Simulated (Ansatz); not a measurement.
A run for Ansatz (a first-principles code): R-r2SCAN/def2-TZVPP on CH4BFO (SMILES CB(O)F).

Ansatz 0.2 input:
```yaml
crystal:
  periodic: [false, false, false]
  atoms:
    - {symbol: C, position_ang: [-1.02001003, -0.07853298, 0.00244904]}
    - {symbol: B, position_ang: [0.51370067, 0.20721156, 0.04789773]}
    - {symbol: O, position_ang: [1.43377354, -0.74211683, -0.25334535]}
    - {symbol: F, position_ang: [0.95812769, 1.43112725, 0.39555582]}
    - {symbol: H, position_ang: [-1.47098466, 0.11092634, 0.98053175]}
    - {symbol: H, position_ang: [-1.51291637, 0.60261575, -0.69682613]}
    - {symbol: H, position_ang: [-1.24535695, -1.10241835, -0.29204169]}
    - {symbol: H, position_ang: [2.34366612, -0.42881275, -0.18422119]}
basis:
  gaussian:
    orbitals: def2-TZVPP
hamiltonian:
  xc: {name: r2SCAN}
scf: {lower_state_search: off}
```

Program output:

```
WARN ansatz: RAYON_NUM_THREADS=1 ignored (pool sized by the plan → 1); use --threads N
Functional definition: r2SCAN
these checks for a lower state are left out or cut short: stability, starts, cluster_reference, orbital_swaps, neighbouring_geometries, increment
integrals: 0.07 GiB planned
892 factors; their error is unknown
mean field: 0.62 GiB planned
mean field evaluation 1: about -6535.2652 eV, gradient 7.5e1 eV
mean field evaluation 2: about -6524.1192 eV, gradient 1.0e2 eV
mean field evaluation 4: about -6545.5589 eV, gradient 5.1e0 eV
mean field evaluation 8: about -6545.5928 eV, gradient 4.3e-1 eV
mean field evaluation 16: about -6545.5930 eV, gradient 6.0e-6 eV
mean field -6545.59300739 eV, -240.5461062592 hartree, gradient 6.2e-6 eV, S^2 0.000000; 0 other end points of the search recorded, 0 dependent functions left out
reference -6545.59301878 eV, -240.5461066778 hartree; 16, 16 occupied and 164, 164 virtual orbitals, 892 factors
Total energy: -6545.59301878 eV, -240.5461066778 hartree
Checks for a lower state left out: stability, starts, cluster_reference, orbital_swaps, neighbouring_geometries, increment
```

The calculation finished and met its thresholds.

Cost: around 4 core-seconds (rough).
